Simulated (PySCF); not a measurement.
Compound: C5H10GaGeNO.
Bonds: Ga1–N2, N2–C3 (aromatic), C3–C4 (aromatic), C4–C5 (aromatic), C5–O6, O6–Ge7, C5–C8 (aromatic), C8–C9 (aromatic), N2–C9 (aromatic). Hydrogens: H10, H11, H12 on Ga1; H13 on C3; H14 on C4; H15, H16, H17 on Ge7; H18 on C8; H19 on C9.
Bond orders are those of one Lewis drawing.

Computed by this run: PySCF 2.14.0, PBE0-D3(BJ)/def2-SVP geometry optimisation, gas phase; density fitting, grid level 1; the optimiser is geomeTRIC in internal coordinates, started from a UFF structure with every atom displaced at random (about 0.03 Å).

Geometry at step 3:
```
atom  x, y, z in Å
Ga1     3.6373   -0.4209    0.0081
N2      1.6166    0.0541    0.0149
C3      0.7487   -0.9634   -0.0571
C4     -0.6232   -0.7542    0.0054
C5     -1.0964    0.5604    0.1519
O6     -2.3860    0.8604    0.2147
Ge7    -3.7729   -0.3112    0.1065
C8     -0.1505    1.5966    0.2241
C9      1.2042    1.3247    0.1546
H10     4.2015    0.8980   -0.6741
H11     3.9181   -0.5624    1.5641
H12     3.6164   -1.7486   -0.8618
H13     1.1761   -1.9669   -0.1762
H14    -1.3000   -1.6017   -0.0590
H15    -4.9887    0.6022    0.2253
H16    -3.6839   -1.0104   -1.2589
H17    -3.6483   -1.2890    1.2845
H18    -0.5038    2.6186    0.3499
H19     1.9720    2.1068    0.1974
```

Question: Give the atomic forces at this geometry.

Answer: 
```
atom  Fx (eV/Å)  Fy (eV/Å)  Fz (eV/Å)
 Ga1      0.342      0.118     -0.005
  N2      0.494     -0.256     -0.015
  C3     -0.266      0.524      0.030
  C4      0.395      0.143      0.018
  C5      0.034     -0.327     -0.083
  O6     -0.023      0.198      0.041
 Ge7     -0.003     -0.004      0.000
  C8     -0.045      0.478      0.121
  C9     -0.632     -0.776     -0.101
 H10      0.013      0.005     -0.010
 H11     -0.015     -0.047     -0.012
 H12     -0.047     -0.008      0.036
 H13     -0.021      0.158      0.016
 H14     -0.118     -0.157     -0.014
 H15     -0.005      0.053      0.005
 H16      0.020     -0.012      0.036
 H17      0.018     -0.013     -0.034
 H18     -0.063      0.089     -0.029
 H19     -0.078     -0.164      0.002
```

The largest, 1.01 eV/Å, acts on C9; the rms over all components is 0.209 eV/Å. The forces sum to zero within rounding, as they must for an isolated molecule in no field.

Question: Give the force on C9 in Eh/bohr and in nN.

Answer: 1.006 eV/Å ÷ 51.422 = 0.01956 Eh/bohr, and 1.006 eV/Å × 1.602 = 1.61 nN.

Question: How far is this geometry from the end of the optimisation?

Answer: 0.050 eV above it, and 0.042 Å rms away after alignment. The bonds farthest from their final lengths, with half the difference of the two atoms' forces along the bond (positive lengthens):

```
  bond  now (Å)  final (Å)  force along bond (eV/Å)
Ga1–N2    2.076      2.111                    -0.12
C4–H14    1.086      1.092                    +0.28
 N2–C3    1.339      1.335                    -0.05
C3–H13    1.097      1.094                    +0.22
C9–H19    1.097      1.093                    +0.41
 C3–C4    1.389      1.386                    -0.36
```

The angle farthest from its final value is Ga1–N2–C3, 117.2° against 120.6°.

What follows is the cost of the whole optimisation. On Arm Neoverse V2, one thread, shared host with 96 logical CPUs at a one-minute load of 64, this took 5.3 min of wall time and 1.3 GiB of memory at its peak.
